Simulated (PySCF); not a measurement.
A species of formula C2H4OSSi has this rotational fingerprint, computed with PBE0-D3(BJ)/def2-SVP geometry optimisation, gas phase (PySCF 2.14.0):

```
Rotational constants : A = 3981, B = 2301, C = 1592 MHz
Dipole components    : |μa| = 1.72 D, |μb| = 0.79 D, |μc| = 1.87 D
Inertial defect      : -29.11 u·Å²
κ                    : -0.41
```

Problem. Which structure is it? (One computed conformer of each.)
A. `[SiH3:1][O:2][CH:3]=[C:4]=[S:5]` with Si1–O2–C3–C4 0°
B. `[CH:1]#[C:2][Si@H:3]([OH:4])[SH:5]` with C2–Si3–O4–H -58°, C2–Si3–S5–H 31°

Solution. B. It is C#C[Si@H](O)S, an asymmetric top, point group C1. The candidates at the same level (rigid rotor, commonest isotopes):

```
       SMILES  A (MHz)  B (MHz)  C (MHz)  μa (D)  μb (D)  μc (D)  Δ (u·Å²)  point group                        rotor
 [SiH3]OC=C=S     7478     1541     1297    0.59    0.12    0.00     -5.98           Cs  near-prolate asymmetric top
C#C[Si@H](O)S     3981     2301     1592    1.72    0.79    1.87    -29.11           C1               asymmetric top
```

`[SiH3]OC=C=S` has A 88 % too high. No structure here is proved a minimum.
